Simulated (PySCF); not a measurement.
WO2F, SMILES [F][W+](=[O])=[O], charge +1, multiplicity 1. Atoms are numbered in the order given.

```xyz
4

W      0.0375     0.1748     0.0000
O      0.7657    -0.5667    -1.3179
O      0.7657    -0.5667     1.3179
F     -1.6700    -0.4297     0.0000
```
Charge +1, spin multiplicity 1.

The structure is a stationary point at r2SCAN-D4/def2-TZVP. The multiplicity is an assumed one; other spin states were not compared. The isomer is the one that the SMILES or the coordinates give; other isomers of the formula were not compared. The def2 effective core potentials stand for the cores of W; spin–orbit coupling is left out.

Calculation: TDDFT-PBE/def2-SVPD (PySCF).

Vertical excitations. Gas-phase values at a fixed geometry. State labels are in the subgroup Cs.

Computed excitation energies, oscillator strengths and character:
| state | symmetry | energy (eV) | λ (nm) | f | main pairs |
|---|---|---|---|---|---|
| S1 | A" | 2.57 | 482 | 0.001 | HOMO→LUMO 100 % |
| S2 | A' | 3.99 | 311 | 0.003 | HOMO−1→LUMO 94 % |
| S3 | A" | 4.18 | 297 | 0.002 | HOMO−2→LUMO 91 % |
| S4 | A' | 4.30 | 289 | 0.004 | HOMO−3→LUMO 94 % |
| S5 | A" | 4.65 | 267 | 0.009 | HOMO→LUMO+1 86 % |
| S6 | A' | 4.72 | 263 | 0.001 | HOMO→LUMO+2 99 % |
| S7 | A" | 5.40 | 230 | 0.006 | HOMO−4→LUMO 96 % |
| S8 | A' | 5.71 | 217 | 0.000 | HOMO−5→LUMO 93 % |
| S9 | A' | 5.74 | 216 | 0.004 | HOMO−1→LUMO+1 88 % |
| S10 | A" | 5.94 | 209 | 0.000 | HOMO−2→LUMO+1 93 % |
| T1 | A" | 2.40 | 518 | 0 | HOMO→LUMO 100 % |
| T2 | A' | 3.48 | 356 | 0 | HOMO−1→LUMO 91 % |
| T3 | A" | 3.81 | 325 | 0 | HOMO−2→LUMO 90 % |
| T4 | A' | 3.83 | 324 | 0 | HOMO−3→LUMO 90 % |
Triplets are in the Tamm–Dancoff approximation, which puts them higher than full response would, so one can lie above its singlet here.
